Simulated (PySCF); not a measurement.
Bonds (- single, = double, # triple, : aromatic): C1-C2, C2:C3, C3:N4, N4:N5, N5:C6, C6:C7, C7-N8, N8-C9, N8-C10, C7:C2. C1 carries H11, H12, H13; C3 carries H14; C6 carries H15; C9 carries H16, H17, H18; C10 carries H19, H20, H21.

PySCF calculation with NMR shieldings at PBE0/pcSseg-1/GIAO and structure optimised with PBE0-D3(BJ)/def2-SVP; non-relativistic, gas phase, single conformer, rapidly exchanging positions averaged.

Predict the 2D correlation tables (HSQC, COSY, HMBC).

Results:



HSQC (one-bond C–H):
```csv
δH,δC
8.85 (H14),156.8 (C3)
8.69 (H15),145.8 (C6)
2.69 (H16/H17/H18/H19/H20/H21),40.8 (C9/C10)
2.17 (H11/H12/H13),18.3 (C1)
```

HMBC (two and three bonds, from the bond graph):
```csv
δH,δC
8.85 (H14),"150.2 (C7), 127.3 (C2), 18.3 (C1)"
8.69 (H15),"150.2 (C7), 127.3 (C2)"
2.69 (H16/H17/H18/H19/H20/H21),"150.2 (C7), 40.8 (C9/C10)"
2.17 (H11/H12/H13),"156.8 (C3), 150.2 (C7), 127.3 (C2)"
```

No COSY cross peaks are expected.

δ = σ(ref) − σ, references computed at the same level: ¹H, ¹³C against TMS.

Short H···H contacts in this conformer between protons four or more bonds apart (candidates for NOE cross peaks, intensity ∝ r⁻⁶): H13···H17 2.06 Å, H15···H20 2.32 Å, H11···H14 2.40 Å.

Shifts are as computed. Against solution values, carbons near 30 ppm lie about +2 ppm off and those near 130 ppm about +5 ppm. Of 1309 compounds with measured shifts, 239 miss one by over three times the rms of a fit or turn the order of signals round; such compounds aren't used in these exercises.
